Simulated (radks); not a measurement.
Results of a calculation; reference values are marked as such.
The strontium ion Sr+ inside a hard spherical wall (all orbitals vanish at R), configuration held at [Kr] 5s1 and not refilled when levels cross. Code: a radial shooting solver on a logarithmic mesh with Libxc functionals. Model: scalar-relativistic Kohn-Sham, LDA (Slater exchange, VWN5 correlation), spin-unpolarised, spherical densities, finite nucleus; Fermi nuclear charge, rms radius 4.224 fm. Eigenvalues in eV, with the zero of energy where the potential of the charges vanishes at infinity; a dash marks a level that is unbound or too diffuse for the functional's potential to be trusted. A positive occupied level is held by the wall or, in an anion where self-interaction has pushed it up, behind a barrier. The pressure on the wall is -dE/dV.

R (bohr),E (hartree),kinetic (hartree),e(3d),e(4s),e(4p),e(5s),"e(4d, empty)","e(5p, empty)",pressure (GPa)
free,-3175.57709,3255.391,-134.72,-47.333,-29.226,-8.581,-6.993,-5.553,0
12,-3175.57706,3255.391,-134.72,-47.330,-29.223,-8.578,-6.991,-5.540,0.000650
8,-3175.57252,3255.428,-134.52,-47.140,-29.039,-8.353,-6.809,-4.982,0.193
7,-3175.56298,3255.486,-134.26,-46.898,-28.806,-7.967,-6.552,-4.228,0.744
5,-3175.45174,3255.972,-132.75,-45.574,-27.546,-4.326,-4.733,1.514,13.2
4,-3175.16122,3257.152,-130.17,-43.556,-25.564,3.550,-1.417,12.162,79.3
2.5,-3171.15736,3272.070,-108.98,-26.974,-6.920,72.423,25.656,90.707,3150
2,-3163.34724,3296.900,-85.422,-1.916,22.003,167.19,62.638,190.60,15600
